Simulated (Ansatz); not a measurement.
`BC[SiH](F)Cl` + CH₃OH → `BOC` + `C[SiH](F)Cl` at 400 K and 1 bar (ligand exchange at a B–C bond).

Computed with Ansatz on PBE0-D4/def2-TZVP structures; ΔE is electronic, products minus reactants. CCSD(T)/CBS is the MP2 limit (def2-TZVPP, def2-QZVPP) plus CCSD(T) − MP2 in def2-TZVPP, frozen cores. This one scheme is used for every species. Each species was taken in one conformer, which may not be the lowest.

```tsv
species	CCSD(T)/CBS energy (Eh)	H − E (kJ/mol)	S (J/(mol·K))
`BC[SiH](F)Cl`	-914.62178	194.8	389.1
CH₃OH	-115.61712	151.2	252.6
`BOC`	-141.04597	188.1	287.6
`C[SiH](F)Cl`	-889.24457	158.9	345.5
```

H − E and S are ideal-gas, rigid-rotor, harmonic terms from PBE0-D4/def2-TZVP, for one conformer and one mirror image of each species. 1 Eh = 2625.50 kJ/mol, R = 8.31446 J/(mol·K).

Question: By hand: ΔE, ΔH, ΔS and ΔG.

Answer: ΔE = (-141.04597) + (-889.24457) − (-914.62178) − (-115.61712) = -0.05164 Eh = -135.6 kJ/mol. Δ(H − E) = 188.1 + 158.9 − 194.8 − 151.2 = 1.0, so ΔH = -134.6 kJ/mol. ΔS = 287.6 + 345.5 − 389.1 − 252.6 = -8.6 J/(mol·K). ΔG = -134.6 − 400 × (-8.6)/1000 = -131.2 kJ/mol.

Question: By hand: the equilibrium constant, and the temperature at which ΔG would vanish if ΔH and ΔS stayed fixed.

Answer: log₁₀ K = −ΔG/(RT ln 10) = 17.1. ΔG = 0 at ΔH/ΔS = 15651 K, far beyond where these terms or the molecules hold.

The number of gas molecules stays the same, so ΔS is small and ΔH decides. A doubt of 5 kJ/mol in ΔE shifts log₁₀ K by 0.7 here. Other conformers and mirror images would add mixing entropy, several J/(mol·K) or more a flexible species. Modes under 60 cm⁻¹, often nearly free rotors, make the harmonic entropy too high. These are equilibria of isolated gas molecules and say nothing of rates. Largest T1 diagnostic: 0.014 (customary marks: 0.02 for closed shells, 0.045 for open ones).
